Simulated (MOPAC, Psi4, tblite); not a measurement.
Two rigid molecules brought together: N2 ··· CH5N (SMILES N#N and CN). Monomers: optimised at B3LYP-D3(BJ) (def2-TZVP), held rigid. Orientation: a random orientation, not optimised. R is the distance of the centres of mass, along which the second monomer moves.

Geometry at R = 3.49 Å (first 2 atoms: monomer A):
```
9

N      0.5455     0.0000     0.0000
N     -0.5455     0.0000     0.0000
C      0.0675     0.2156    -3.4867
N      0.7623    -1.0702    -3.4378
H      0.7817     1.0172    -3.2917
H     -0.7642     0.3249    -2.7770
H     -0.3272     0.3724    -4.4918
H      0.1222    -1.8316    -3.6283
H      1.1495    -1.2342    -2.5164
```

Levels: PM3, restricted, heats of formation (MOPAC); SCS-MP2/aug-cc-pVDZ = DF-SCS-MP2/aug-cc-pVDZ, frozen core, counterpoise-corrected (Psi4); HF/aug-cc-pVDZ, counterpoise-corrected (Psi4); wB97X-D/def2-TZVP, counterpoise-corrected (Psi4); GFN2-xTB (tblite).

Interaction energies in kcal/mol (negative: bound); R is the distance of the centres of mass, d the N2···H6 distance.

```json
[
 {"R / Å": "2.91", "d / Å": "2.26", "PM3": "9.17", "SCS-MP2/aug-cc-pVDZ": "3.79", "HF/aug-cc-pVDZ": "6.74", "wB97X-D/def2-TZVP": "3.17", "GFN2-xTB": "0.00"},
 {"R / Å": "3.10", "d / Å": "2.44", "PM3": "5.31", "SCS-MP2/aug-cc-pVDZ": "1.50", "HF/aug-cc-pVDZ": "3.64", "wB97X-D/def2-TZVP": "1.04", "GFN2-xTB": "-0.58"},
 {"R / Å": "3.29", "d / Å": "2.61", "PM3": "3.13", "SCS-MP2/aug-cc-pVDZ": "0.39", "HF/aug-cc-pVDZ": "1.94", "wB97X-D/def2-TZVP": "0.05", "GFN2-xTB": "-0.73"},
 {"R / Å": "3.49", "d / Å": "2.80", "PM3": "1.90", "SCS-MP2/aug-cc-pVDZ": "-0.12", "HF/aug-cc-pVDZ": "1.00", "wB97X-D/def2-TZVP": "-0.36", "GFN2-xTB": "-0.71"},
 {"R / Å": "3.66", "d / Å": "2.97", "PM3": "1.28", "SCS-MP2/aug-cc-pVDZ": "-0.28", "HF/aug-cc-pVDZ": "0.57", "wB97X-D/def2-TZVP": "-0.47", "GFN2-xTB": "-0.64"},
 {"R / Å": "3.90", "d / Å": "3.20", "PM3": "0.76", "SCS-MP2/aug-cc-pVDZ": "-0.32", "HF/aug-cc-pVDZ": "0.26", "wB97X-D/def2-TZVP": "-0.46", "GFN2-xTB": "-0.53"},
 {"R / Å": "4.22", "d / Å": "3.51", "PM3": "0.41", "SCS-MP2/aug-cc-pVDZ": "-0.26", "HF/aug-cc-pVDZ": "0.10", "wB97X-D/def2-TZVP": "-0.37", "GFN2-xTB": "-0.39"},
 {"R / Å": "4.49", "d / Å": "3.77", "PM3": "0.26", "SCS-MP2/aug-cc-pVDZ": "-0.19", "HF/aug-cc-pVDZ": "0.05", "wB97X-D/def2-TZVP": "-0.29", "GFN2-xTB": "-0.29"},
 {"R / Å": "5.02", "d / Å": "4.29", "PM3": "0.12", "SCS-MP2/aug-cc-pVDZ": "-0.09", "HF/aug-cc-pVDZ": "0.02", "wB97X-D/def2-TZVP": "-0.15", "GFN2-xTB": "-0.15"},
 {"R / Å": "5.66", "d / Å": "4.92", "PM3": "0.07", "SCS-MP2/aug-cc-pVDZ": "-0.04", "HF/aug-cc-pVDZ": "0.01", "wB97X-D/def2-TZVP": "-0.06", "GFN2-xTB": "-0.06"},
 {"R / Å": "6.66", "d / Å": "5.90", "PM3": "0.04", "SCS-MP2/aug-cc-pVDZ": "-0.01", "HF/aug-cc-pVDZ": "0.01", "wB97X-D/def2-TZVP": "-0.02", "GFN2-xTB": "-0.01"},
 {"R / Å": "8.02", "d / Å": "7.25", "PM3": "0.02", "SCS-MP2/aug-cc-pVDZ": "0.00", "HF/aug-cc-pVDZ": "0.00", "wB97X-D/def2-TZVP": "0.00", "GFN2-xTB": "0.00"}
]
```

Lowest grid point: PM3 0.02 kcal/mol at R = 8.02 Å; SCS-MP2/aug-cc-pVDZ -0.32 kcal/mol at R = 3.90 Å; HF/aug-cc-pVDZ 0.00 kcal/mol at R = 8.02 Å; wB97X-D/def2-TZVP -0.47 kcal/mol at R = 3.66 Å; GFN2-xTB -0.73 kcal/mol at R = 3.29 Å.
